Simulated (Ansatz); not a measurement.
Ansatz (an electronic-structure program) input (B3LYP-D3(BJ)/def2-TZVP):

Ansatz 0.2 input:
```yaml
crystal:
  periodic: [false, false, false]
  atoms:
    - {symbol: C, position_ang: [-1.40373859, 0.17780059, -0.12210618]}
    - {symbol: C, position_ang: [-0.28830219, -0.39556843, 0.29130375]}
    - {symbol: C, position_ang: [1.06362398, -0.02304334, -0.20319475]}
    - {symbol: Cl, position_ang: [2.01436115, 0.70538651, 1.13999694]}
    - {symbol: H, position_ang: [-1.39901271, 0.95608062, -0.86747598]}
    - {symbol: H, position_ang: [-2.36645249, -0.11289354, 0.26068431]}
    - {symbol: H, position_ang: [-0.30808439, -1.16731625, 1.04828133]}
    - {symbol: H, position_ang: [1.01711296, 0.72232584, -0.99611248]}
    - {symbol: H, position_ang: [1.62956753, -0.89500835, -0.53202197]}
basis:
  gaussian:
    orbitals: def2-TZVP
hamiltonian:
  xc: b3lyp
  dispersion: d3bj
relax: {f_tol: 0.002, max_steps: 150}
```

End of the output:

```
mean field -15716.78463492 eV, -577.5811821139 hartree, gradient 1.5e-5 eV, S^2 0.000000; 0 other end points of the search recorded, 0 dependent functions left out
the calculation of the forces begins
reference -15716.78488688 eV, -577.5811913734 hartree; 20, 20 occupied and 140, 140 virtual orbitals, 1023 factors
relax step   9: F+E_penalty+E_count = -15717.08705538 eV  Δ(F+E_penalty+E_count) = -3.143e-6 eV  max|allowed force component| = 2.963e-3 eV/Å  Δτ_max = 0.0016 Å  (32 SCF iters, accepted)
these checks for a lower state are left out or cut short: starts, cluster_reference, orbital_swaps, neighbouring_geometries, increment
integrals: 0.07 GiB planned
1023 factors; their error is unknown
mean field: 0.67 GiB planned
mean field -15716.78464704 eV, -577.5811825595 hartree, gradient 1.5e-5 eV, S^2 0.000000; 0 other end points of the search recorded, 0 dependent functions left out
the calculation of the forces begins
reference -15716.78489901 eV, -577.5811918193 hartree; 20, 20 occupied and 140, 140 virtual orbitals, 1023 factors
relax step  10: F+E_penalty+E_count = -15717.08705593 eV  Δ(F+E_penalty+E_count) = -5.427e-7 eV  max|allowed force component| = 1.153e-3 eV/Å  Δτ_max = 0.0008 Å  (32 SCF iters, accepted)
integrals: 0.07 GiB planned
1023 factors; their error is unknown
mean field: 0.67 GiB planned
mean field evaluation 96: about -15716.7741 eV, gradient 2.8e-1 eV
mean field -15716.78464704 eV, -577.5811825595 hartree, gradient 1.5e-5 eV, S^2 0.000000; 1 other end points of the search recorded, 0 dependent functions left out
the calculation of the forces begins
reference -15716.78489901 eV, -577.5811918193 hartree; 20, 20 occupied and 140, 140 virtual orbitals, 1023 factors
Total energy: -15717.08730790 eV, -577.5923051408 hartree
Atom 0 at    -1.412329     0.168084    -0.134793 Å, force    -0.000278    -0.000273     0.000278 eV/Å
Atom 1 at    -0.290434    -0.382741     0.309263 Å, force     0.000608     0.001153    -0.000294 eV/Å
Atom 2 at     1.058276    -0.015336    -0.193978 Å, force    -0.000582    -0.000703    -0.000821 eV/Å
Atom 3 at     2.083564     0.678892     1.141063 Å, force    -0.000320    -0.000139     0.000291 eV/Å
Atom 4 at    -1.401902     0.943396    -0.892242 Å, force     0.000161     0.000653     0.000622 eV/Å
Atom 5 at    -2.380053    -0.136625     0.241236 Å, force    -0.000029    -0.000591    -0.000801 eV/Å
Atom 6 at    -0.320279    -1.148332     1.077280 Å, force     0.000238     0.000357     0.000774 eV/Å
Atom 7 at     1.011217     0.740673    -0.973365 Å, force    -0.000068    -0.000754     0.000235 eV/Å
Atom 8 at     1.611014    -0.880248    -0.555109 Å, force     0.000269     0.000295    -0.000284 eV/Å
Dipole moment:    -0.261902    -0.160289    -0.284582 e Å
```
